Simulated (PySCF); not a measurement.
Molecule: SMILES C(OC=C)COC, C$_{5}$H$_{10}$O$_{2}$.

Geometry (Å), atoms numbered from 1 in this order:
```xyz
17

C    -3.1943   -0.7893   -0.1027
C    -2.7043    0.3966    0.2200
O    -1.4098    0.7775    0.3379
C    -0.4179   -0.1950    0.0905
C     0.9386    0.4726    0.2883
O     1.9473   -0.4769    0.0442
C     3.2388    0.0527    0.2046
H    -2.5796   -1.6427   -0.3232
H    -4.2571   -0.9321   -0.1543
H    -3.3439    1.2416    0.4373
H    -0.4939   -0.5775   -0.9353
H    -0.5175   -1.0384    0.7852
H     1.0303    1.3242   -0.4029
H     1.0088    0.8599    1.3162
H     3.3944    0.4167    1.2278
H     3.4183    0.8789   -0.4945
H     3.9349   -0.7568   -0.0027
```

Frames of a GFN2-xTB Langevin trajectory at 200 K; GIAO PBE0/pcSseg-1 shieldings in PySCF 2.14.0 with density-fitted response routines, gas phase, non-relativistic; equivalent atoms averaged within each frame.

Referencing at the same level of theory: 13C (186.93 ppm) and 1H (31.72 ppm) against TMS; 17O (336.08 ppm) vs H2O. The references are static minima.

How do the shifts (ppm) fluctuate along the trajectory?

Answers


```csv
time (fs),C2,C1,C5,C4,C7,O3,O6,H10,H8,H9
250,168.4,91.7,78.7,69.6,63.9,146.1,25.7,7.80,5.17,4.65
425,162.6,90.1,77.9,67.4,64.2,130.1,18.0,6.75,4.14,3.86
625,165.7,98.7,86.4,69.7,61.2,119.6,35.3,6.42,4.48,4.93
800,165.9,90.6,75.2,74.7,65.3,145.9,10.5,7.04,4.14,3.97
1000,161.6,87.4,72.0,71.0,57.5,139.0,5.3,7.57,4.31,3.54
mean of frames,164.8,91.7,78.0,70.5,62.4,136.2,19.0,7.12,4.45,4.19
standard deviation,2.8,4.2,5.4,2.7,3.1,11.3,12.0,0.57,0.42,0.58
```

5 frames give an uncertainty of the mean of about the standard deviation over 2.2 at best, since frames this close in time may not be independent; classical motion lacks zero-point vibration, and the reference would need the same averaging.
